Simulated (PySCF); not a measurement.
Ionisation energy of Dy²⁺ by level of theory

Dy²⁺ [Xe] 4f10 [4f5/2^6 4f7/2^4, M_J = 8] → Dy³⁺ [Xe] 4f9 [4f5/2^6 4f7/2^3, M_J = 15/2], as a difference of total energies. All numbers are calculated (PySCF 2.14, the two-component X2C-1e Hamiltonian, in x2c-TZVPall-2c (11s11p10d4f1g, 131 functions)). Correlated levels: [Ar] 3d10 frozen; the 18 highest virtual spinors dropped. "Screened" scales the spin-orbit matrix elements by Boettger's factors to mimic the two-electron term; Breit and QED terms are absent.

| method | ionisation energy (eV) |
| --- | --- |
| GHF (spin-free) | 18.754 |
| GMP2 (spin-free) | 22.848 |
| GHF (screened spin-orbit) | 18.737 |
| GMP2 (screened spin-orbit) | 22.831 |

Problem. How much does correlation contribute at GMP2 (screened spin-orbit)?

Solution. 22.831 − (18.737) = 4.094 eV, measured against GHF (screened spin-orbit).

The spin-free rows relax to the high-spin LS determinant and lack the spin-orbit shift.

The labels give the starting determinants; with spin-orbit coupling the two ends relaxed to ⟨J²⟩ = 72.01, ⟨L²⟩ = 42.74, ⟨S²⟩ = 5.90 and ⟨J²⟩ = 63.77, ⟨L²⟩ = 30.66, ⟨S²⟩ = 8.60.

For comparison: 22.89 ± 0.03 eV (semi-empirical (NIST evaluation); NIST Atomic Spectra Database, ionization energies).
